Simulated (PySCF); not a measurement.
A structure optimised at B3LYP-D3(BJ)/def2-SVP, used in a PySCF frequency run:

```xyz
17

C     -4.2653    -0.2267    -0.3284
C     -2.8005    -0.3194    -0.7478
C     -2.0929    -1.5519    -0.1801
C     -0.6423    -1.7022    -0.6286
Sn     0.5794    -0.0314     0.0107
Cl     0.6924     1.7063    -1.5780
Cl    -0.3008     0.9078     1.9913
Cl     2.7990    -0.6715     0.4802
H     -4.8360    -1.1060    -0.6701
H     -4.7467     0.6693    -0.7489
H     -4.3592    -0.1735     0.7685
H     -2.2738     0.5924    -0.4127
H     -2.7200    -0.3275    -1.8493
H     -2.1422    -1.5265     0.9218
H     -2.6405    -2.4613    -0.4898
H     -0.1469    -2.5894    -0.2076
H     -0.5367    -1.7281    -1.7243
```

Q: Write its SMILES and formula.

A: CCC[CH2][Sn]([Cl])([Cl])[Cl], C₄H₉Cl₃Sn

Q: What are its rotational constants (standard atomic weights)?

A: 1.0420, 0.49699, 0.47217 GHz
